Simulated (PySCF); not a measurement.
C3H7O2, SMILES [CH2]C(O)CO, multiplicity 2. Geometry optimised at B3LYP-D3(BJ)/def2-SVP. The isomer is the one that the SMILES or the coordinates give; other isomers of the formula were not compared. One conformer was computed; it need not be the lowest.

Computed equilibrium geometry at B3LYP-D3(BJ)/def2-SVP (PySCF confirms it by a frequency run) as a Z-matrix (one conformer of several):
```
C
H 1 1.1165
O 1 1.4302 2 109.81
H 3 0.9668 1 107.97 2 -45.89
C 1 1.4856 2 109.49 3 118.27
H 5 1.0913 1 120.41 2 80.94
H 5 1.0914 6 119.94 1 173.65
C 1 1.5362 2 107.85 3 -118.26
O 8 1.4017 1 110.86 2 174.39
H 9 0.9706 8 105.41 1 -38.18
H 8 1.1032 9 108.59 10 -159.47
H 8 1.1135 11 106.85 9 120.90
```
Charge 0, spin multiplicity 2.
